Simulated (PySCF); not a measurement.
Correlation energy of Sc (scandium, neutral)

[Ar] 4s2 4p1, 2P determinant (an excited configuration). Calculation: PySCF 2.14, in def2-TZVPPD; the non-relativistic Hamiltonian (point nucleus). Frozen: [Ne]; 11 electrons correlated.

```
  level  correlation energy (mhartree)
   CCSD                        -275.02
    (T)                         -19.12
CCSD(T)                        -294.14
```

Diagnostics: T1 = 0.13, D1 = 0.6126, largest double amplitude 0.342.

T1 exceeds 0.03, a sign that the reference determinant is poor. A double-excitation amplitude exceeds 0.15, a sign of near-degeneracy.

Cost of the coupled-cluster step: about 25 core-seconds, for 11 correlated electrons.

This basis was not built for core-valence correlation, so the inner-shell part is incomplete.
